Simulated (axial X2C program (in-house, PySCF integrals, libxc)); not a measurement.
# Testing model relations on LiPd⁻

A bond curve at the PBE0 level, two-component, was computed with an in-house relativistic program for diatomic molecules (basis Pd dyall-acv3z [13s13p9d5f3g], Li dyall-av3z [9s9p3d] (cores contracted in-house)) for the state Ω = 0 (closed shell). Its fit gives Re = 2.2312 Å, ωe = 387.1 cm⁻¹, ωexe = 3.6 cm⁻¹ and αe = 7.111e-03 cm⁻¹; the masses are 105.9035 and 7.0160 u. Two-component means X2C with spin–orbit coupling and atomic mean-field Coulomb and Gaunt terms.

(1) Find the reduced mass, Be and the force constant.

(2) Estimate the centrifugal constant by the Kratzer relation.

(3) Estimate De from a Morse curve and compare with the computed well depth of 1.709 eV to Pd- + Li.

(4) Give B0, the J = 1←0 line in GHz and the most populated J at 300 K (kT = 208.5 cm⁻¹).

(5) A Morse curve ties αe to the other constants (Pekeris). How well does that hold?

The state is one determinant whose occupation by symmetry is held fixed; it was picked as the lowest of a PBE0 search that is not exhaustive. De is counted from the lowest determinant-based energies of the atoms at the same level, without counterpoise correction. PBE0 can misorder states that lie within some tenths of an eV, so this need not be the ground state of the molecule. The nearest other 2c determinant of the search, Ω = 1, lies 0.47 eV up at the distance of the search. The functionals have no current-density term, which raises determinants with orbital currents, atoms included. The highest occupied level of some functionals is positive through self-interaction error; at Hartree–Fock it is bound.

Results:

(1) From the PBE0 values: μ = 6.5801 u. Be = 16.8576/(μ Re²) = 0.5146 cm⁻¹. k = 5.8918×10⁻⁷ μ ωe² = 0.581 mdyn/Å.

(2) D = 4Be³/ωe² = 3.64e-06 cm⁻¹.

(3) De(Morse) = ωe²/(4ωexe) = 1.290 eV against 1.709 eV computed, a ratio of 0.75. The extrapolation falls short: long-range attraction (ionic or ion–induced dipole) or a change of character along the curve can cause this.

(4) B0 = Be − αe/2 = 0.5111 cm⁻¹; 2B0 = 30.64 GHz; J(max) ≈ √(kT/2B0) − 1/2 = 13.8, so J = 14.

(5) αe(Morse) = 6Be²/ωe × (√(ωexe/Be) − 1) = 6.752e-03 cm⁻¹; the PBE0 curve gives 7.111e-03 cm⁻¹, a ratio of 0.95.
